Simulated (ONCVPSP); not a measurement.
# V: one change to an ONCV potential, before and after

vanadium (V), optimised norm-conserving Vanderbilt (ONCV), made with ONCVPSP 4.0.1 (PBEsol, scalar-relativistic). Core [Ne] 3s2, reference 3p6 3d3 4s1.5 (charge +0.5). Waves: 4s: rc 2.70 bohr, ncon 4, nbas 8, qcut 3.1 1/bohr, 2 projectors, debl 1.8 Ha; 3p: rc 1.40 bohr, ncon 3, nbas 6, qcut 9.5 1/bohr, 2 projectors, debl 2.1 Ha; 3d: rc 1.10 bohr, ncon 4, nbas 8, qcut 9.4 1/bohr, 2 projectors, debl 2.6 Ha. Local part: polynomial inside 1.10 bohr (lpopt 5, dvloc0 6 Ha). Core correction: polynomial model core, fcfact 0.25.

All-electron outer shells of the reference configuration (PBEsol, scalar-relativistic, ld1.x):

| shell | level (eV) | outermost node (bohr) | outermost maximum (bohr) |
| --- | --- | --- | --- |
| 3s | -73.66 | 0.38 | 0.82 |
| 3p | -47.58 | 0.35 | 0.84 |
| 3d | -8.76 | – | 0.90 |
| 4s | -7.72 | 1.17 | 2.69 |

Change: s: qcut 2.7.

Cutoffs: the cutoffs (Ha) at which the residual kinetic energy of the hardest occupied pseudo-wave falls to 1 and 0.1 mHa per electron; they do not see the model core or the augmentation charge, which bear on the density cutoff. Errors are all-electron minus pseudo energies relative to the spin-unpolarised reference configuration.

How do hardness, ghosts and transferability respond?

The potential gets neither clearly harder nor softer (119 Ha and 195 Ha → 119 Ha and 195 Ha); the lowest positive-energy flag moves from s at 12.6 eV to s at 21.2 eV; of the 4 tests that both files solve, the error grows in 0 and shrinks in 1 by more than 15 % and 0.3 meV (median size 15.0 → 15.0 meV); neither file shows a bound ghost.

| quantity | base | changed |
| --- | --- | --- |
| cutoff, loose | 119 Ha | 119 Ha |
| cutoff, tight | 195 Ha | 195 Ha |
| loose cutoff by channel | s 3.3 Ha, p 24 Ha, d 119 Ha | s 3.0 Ha, p 24 Ha, d 119 Ha |
| bound ghosts | none | none |
| GHOST(+) flags under 300 eV | s at 12.6 eV | s at 21.2 eV |
| error for 3p6 3d3 4s2, meV [ΔE -3.10 eV] | -0.9 | -0.8 |
| error for 3p6 3d3 4s1, meV [ΔE 4.65 eV] | -2.3 | -2.2 |
| error for 3p6 3d3 4s0, meV [ΔE 18.85 eV] | -28 | -28 |
| error for 3p6 3d1 4s0, meV [ΔE 93.53 eV] | +164 | +113 |
| s: phases at 2.74 bohr within 0.05 rad from the reference energy up to (Ha; the scan ends near 5) | n/a | n/a |
| p: phases at 1.43 bohr within 0.05 rad from the reference energy up to (Ha; the scan ends near 5) | to the end of the scan | to the end of the scan |
| d: phases at 1.12 bohr within 0.05 rad from the reference energy up to (Ha; the scan ends near 5) | to the end of the scan | to the end of the scan |
| rms error of d²Exc/dni dnj with the model core, mHa | 1.14 | 1.12 |
